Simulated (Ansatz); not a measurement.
Consider the formal exchange of groups at a B–C bond: `N=CC(N)BF` + `N[SiH2][SiH3]` → `N[SiH]([SiH3])BF` + `N=CCN`.

Program: Ansatz. Geometries: PBE0-D4/def2-TZVP. ΔE: electronic, gas phase. CCSD(T)/CBS is the MP2 limit (def2-TZVPP, def2-QZVPP) plus CCSD(T) − MP2 in def2-TZVPP, frozen cores. This one scheme is used for every species. Functionals use def2-TZVPP. B3LYP here is the variant with VWN-RPA as its local correlation; programs differ in this. One conformer a species, not always the lowest.

```csv
level,ΔE (kcal/mol),difference from CCSD(T)/CBS
r2SCAN-D4,4.8,-0.6
PBE0-D4,4.0,-1.4
ωB97M-V,6.0,0.6
PBE,3.3,-2.1
B3LYP,4.8,-0.6
SCS-MP2/def2-TZVPP,6.4,1.0
CCSD(T)/def2-TZVPP,5.5,0.1
MP2/def2-QZVPP,6.8,1.4
HF/CBS(def2),6.4,1.0
CCSD/CBS(def2),5.5,0.1
CCSD(T)/CBS,5.4,0
```

Largest T1 diagnostic among the species: 0.014.
